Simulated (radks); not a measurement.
The nuclear charge of neutral silver is varied continuously with 47 electrons held in [Kr] 4d10 5s1. Method: Dirac Kohn-Sham, BLYP, spin-unpolarised, spherical densities, finite nucleus; Fermi nuclear charge, rms radius 4.5454 fm; computed with a radial shooting solver on a logarithmic mesh with Libxc functionals. By the Hellmann-Feynman theorem dE/dZ = E(electron-nucleus)/Z, the electronic potential at the nucleus (averaged over a nucleus of fixed radius).

Z	E (hartree)	E(electron-nucleus)/Z (hartree)	HOMO	e(HOMO) (eV)	<r> HOMO (bohr)
46.75	-5249.37764	-272.326	5s1/2	-2.650	3.366
47	-5317.71480	-274.371	5s1/2	-4.454	3.163
47.25	-5386.56289	-276.413	5s1/2	-6.422	3.002
47.5	-5455.92142	-278.455	5s1/2	-8.537	2.868
47.75	-5525.79010	-280.495	5s1/2	-10.786	2.754
48	-5596.16878	-282.535	5s1/2	-13.162	2.653

The central difference of E at Z = 47 is -274.370 hartree, to compare with the third column; the second derivative is -8.17 hartree.
